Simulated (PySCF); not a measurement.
**Steps of a relaxation of [Eu(NH3)3]2+**

[Eu(NH3)3]2+ (singlet in the valence; each metal's 4f electrons, 7 of them, lie in its core potential, out of spins and levels; a saddle point, relaxed within its symmetry). PySCF 2.14.0, RKS BP86, Eu lcecp-0-SVP with ECP53, N def2-SVP, H def2-SVP; non-relativistic Hamiltonian with scalar-relativistic core potentials where named; density fitting; no spin-orbit coupling. Origin of the start: template. Columns: position (Å) and force (eV/Å). Energies are counted from the last step; some of the 5 steps are shown. Forces carry noise of the integration grid, about 0.01 to 0.03 eV/Å.

Run from Python with OMP_NUM_THREADS=2. Where DIIS fails, smearing, a level shift and second-order steps follow.
It took 26 s on 2 threads of Arm Neoverse V1, on a shared host, from the converged density of the start.

```xyz
13
step 0  E = 0.085 eV
Eu    0.0000    0.0000    0.0000     0.00    0.00    0.00
N     2.7050    0.0000    0.0000    -1.30    0.01    0.00
H     3.1029   -0.4696    0.8133     0.40   -0.27    0.46
H     3.1029   -0.4696   -0.8133     0.40   -0.27   -0.46
H     3.1030    0.9392    0.0000     0.40    0.52    0.00
N    -1.3525    2.3426    0.0000     0.64   -1.12    0.00
H    -1.1448    2.9220    0.8133     0.03    0.48    0.46
H    -1.1448    2.9220   -0.8133     0.03    0.48   -0.46
H    -2.3648    2.2177    0.0000    -0.65    0.09    0.00
N    -1.3525   -2.3426    0.0000     0.65    1.12    0.00
H    -1.9581   -2.4524    0.8133    -0.43   -0.22    0.46
H    -1.9581   -2.4524   -0.8133    -0.43   -0.22   -0.46
H    -0.7381   -3.1568    0.0000     0.25   -0.61    0.00
```

```xyz
13
step 1  E = 0.014 eV
Eu    0.0000    0.0000    0.0000     0.00    0.00    0.00
N     2.6905    0.0001    0.0000    -0.42    0.00    0.00
H     3.1105   -0.4731    0.8194     0.12    0.00   -0.01
H     3.1105   -0.4731   -0.8194     0.12    0.00    0.01
H     3.1106    0.9461    0.0000     0.12   -0.01    0.00
N    -1.3453    2.3300    0.0000     0.21   -0.36    0.00
H    -1.1456    2.9303    0.8194    -0.06    0.10   -0.01
H    -1.1456    2.9303   -0.8194    -0.06    0.10    0.01
H    -2.3746    2.2208    0.0000    -0.05    0.11    0.00
N    -1.3452   -2.3300    0.0000     0.21    0.36    0.00
H    -1.9649   -2.4573    0.8194    -0.06   -0.11   -0.01
H    -1.9649   -2.4573   -0.8194    -0.06   -0.11    0.01
H    -0.7359   -3.1669    0.0000    -0.07   -0.10    0.00
```

```xyz
13
step 3  E = 0.000 eV
Eu    0.0000    0.0000    0.0000     0.00    0.00    0.00
N     2.6754    0.0001    0.0000     0.01    0.00    0.00
H     3.1182   -0.4696    0.8132    -0.01    0.01   -0.02
H     3.1182   -0.4696   -0.8132    -0.01    0.01    0.02
H     3.1182    0.9391    0.0000    -0.01   -0.02    0.00
N    -1.3378    2.3169    0.0000     0.00    0.01    0.00
H    -1.1524    2.9352    0.8132     0.00   -0.01   -0.02
H    -1.1524    2.9352   -0.8132     0.00   -0.01    0.02
H    -2.3724    2.2309    0.0000     0.02    0.00    0.00
N    -1.3376   -2.3171    0.0000    -0.01   -0.01    0.00
H    -1.9658   -2.4656    0.8132     0.01    0.00   -0.02
H    -1.9658   -2.4656   -0.8132     0.01    0.00    0.02
H    -0.7458   -3.1700    0.0000    -0.01    0.02    0.00
```

**Question.** Where does the relaxation end?

**Answer.** It converges at step 4 in C3h:
```xyz
13
step 4  E = 0
Eu    0.0000    0.0000    0.0000
N     2.6743    0.0001    0.0000
H     3.1172   -0.4693    0.8127
H     3.1172   -0.4693   -0.8127
H     3.1173    0.9385    0.0000
N    -1.3373    2.3159    0.0000
H    -1.1522    2.9343    0.8127
H    -1.1522    2.9343   -0.8127
H    -2.3714    2.2304    0.0000
N    -1.3370   -2.3161    0.0000
H    -1.9651   -2.4649    0.8127
H    -1.9651   -2.4649   -0.8127
H    -0.7459   -3.1689    0.0000
```

**Question.** How did the contacts change?

**Answer.** 
```
      contact  start (Å)  end (Å)
 Eu1–N2 (NH3)      2.705    2.674
 Eu1–N6 (NH3)      2.705    2.674
Eu1–N10 (NH3)      2.705    2.674
```


An lcecp potential fixes the number of 4f electrons, so in runs with it no electron can move into or out of that shell.
